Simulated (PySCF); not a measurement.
CH6ClNOSi2, SMILES O[Si@@]1(Cl)CN[SiH2]1.

Geometry: PBE0-D3(BJ)/def2-SVP. The structure was generated by enumeration; whether it is a known compound was not checked. The values are those of a single conformer.

The numbers are results of PBE0-D3(BJ)/def2-SVP (PySCF), not measurements.

Frequencies are harmonic and unscaled.

```json
[
 {"mode": "1", "ν (cm⁻¹)": "61", "IR (km/mol)": "0.9", "moving atoms (share of kinetic energy)": "N 42 %, H 20 %, Cl 17 %, Si 10 %"},
 {"mode": "2", "ν (cm⁻¹)": "121", "IR (km/mol)": "0.4", "moving atoms (share of kinetic energy)": "Si 34 %, Cl 22 %, H 18 %, O 13 %, N 9 %"},
 {"mode": "3", "ν (cm⁻¹)": "163", "IR (km/mol)": "34.0", "moving atoms (share of kinetic energy)": "H 55 %, Cl 16 %, O 11 %"},
 {"mode": "4", "ν (cm⁻¹)": "194", "IR (km/mol)": "16.8", "moving atoms (share of kinetic energy)": "H 46 %, C 23 %, Cl 10 %, Si 9 %, O 8 %"},
 {"mode": "5", "ν (cm⁻¹)": "239", "IR (km/mol)": "29.2", "moving atoms (share of kinetic energy)": "Si 42 %, O 33 %, H 12 %, C 9 %"},
 {"mode": "6", "ν (cm⁻¹)": "273", "IR (km/mol)": "63.6", "moving atoms (share of kinetic energy)": "O 42 %, H 38 %, Cl 9 %"},
 {"mode": "7", "ν (cm⁻¹)": "391", "IR (km/mol)": "24.8", "moving atoms (share of kinetic energy)": "H 37 %, Cl 27 %, Si 13 %, N 8 %, O 8 %"},
 {"mode": "8", "ν (cm⁻¹)": "405", "IR (km/mol)": "78.3", "moving atoms (share of kinetic energy)": "H 53 %, Si 14 %, N 12 %, O 10 %"},
 {"mode": "9", "ν (cm⁻¹)": "452", "IR (km/mol)": "19.6", "moving atoms (share of kinetic energy)": "Si 44 %, H 34 %, N 12 %"},
 {"mode": "10", "ν (cm⁻¹)": "467", "IR (km/mol)": "7.4", "moving atoms (share of kinetic energy)": "H 61 %, Si 31 %"},
 {"mode": "11", "ν (cm⁻¹)": "570", "IR (km/mol)": "192.5", "moving atoms (share of kinetic energy)": "Si 61 %, Cl 20 %, H 11 %"},
 {"mode": "12", "ν (cm⁻¹)": "660", "IR (km/mol)": "41.5", "moving atoms (share of kinetic energy)": "H 85 %, Si 8 %"},
 {"mode": "13", "ν (cm⁻¹)": "705", "IR (km/mol)": "23.1", "moving atoms (share of kinetic energy)": "C 42 %, H 33 %, Si 21 %"},
 {"mode": "14", "ν (cm⁻¹)": "750", "IR (km/mol)": "96.0", "moving atoms (share of kinetic energy)": "H 65 %, Si 12 %, N 9 %"},
 {"mode": "15", "ν (cm⁻¹)": "779", "IR (km/mol)": "78.5", "moving atoms (share of kinetic energy)": "H 65 %, N 10 %, C 9 %, O 9 %"},
 {"mode": "16", "ν (cm⁻¹)": "812", "IR (km/mol)": "139.6", "moving atoms (share of kinetic energy)": "H 62 %, Si 14 %, N 10 %, C 9 %"},
 {"mode": "17", "ν (cm⁻¹)": "834", "IR (km/mol)": "152.8", "moving atoms (share of kinetic energy)": "H 40 %, Si 25 %, N 23 %"},
 {"mode": "18", "ν (cm⁻¹)": "931", "IR (km/mol)": "81.0", "moving atoms (share of kinetic energy)": "Si 41 %, O 39 %, H 19 %"},
 {"mode": "19", "ν (cm⁻¹)": "996", "IR (km/mol)": "144.5", "moving atoms (share of kinetic energy)": "H 91 %"},
 {"mode": "20", "ν (cm⁻¹)": "1085", "IR (km/mol)": "19.9", "moving atoms (share of kinetic energy)": "H 40 %, N 30 %, C 29 %"},
 {"mode": "21", "ν (cm⁻¹)": "1169", "IR (km/mol)": "4.1", "moving atoms (share of kinetic energy)": "H 86 %, C 9 %"},
 {"mode": "22", "ν (cm⁻¹)": "1171", "IR (km/mol)": "22.9", "moving atoms (share of kinetic energy)": "H 66 %, C 24 %, N 10 %"},
 {"mode": "23", "ν (cm⁻¹)": "1337", "IR (km/mol)": "28.6", "moving atoms (share of kinetic energy)": "H 64 %, N 21 %, C 14 %"},
 {"mode": "24", "ν (cm⁻¹)": "1473", "IR (km/mol)": "3.8", "moving atoms (share of kinetic energy)": "H 92 %"},
 {"mode": "25", "ν (cm⁻¹)": "2185", "IR (km/mol)": "166.8", "moving atoms (share of kinetic energy)": "H 96 %"},
 {"mode": "26", "ν (cm⁻¹)": "2200", "IR (km/mol)": "144.9", "moving atoms (share of kinetic energy)": "H 97 %"},
 {"mode": "27", "ν (cm⁻¹)": "3022", "IR (km/mol)": "44.8", "moving atoms (share of kinetic energy)": "H 95 %"},
 {"mode": "28", "ν (cm⁻¹)": "3077", "IR (km/mol)": "19.4", "moving atoms (share of kinetic energy)": "H 90 %, C 10 %"},
 {"mode": "29", "ν (cm⁻¹)": "3637", "IR (km/mol)": "24.1", "moving atoms (share of kinetic energy)": "H 93 %"},
 {"mode": "30", "ν (cm⁻¹)": "3928", "IR (km/mol)": "143.7", "moving atoms (share of kinetic energy)": "H 94 %"}
]
```
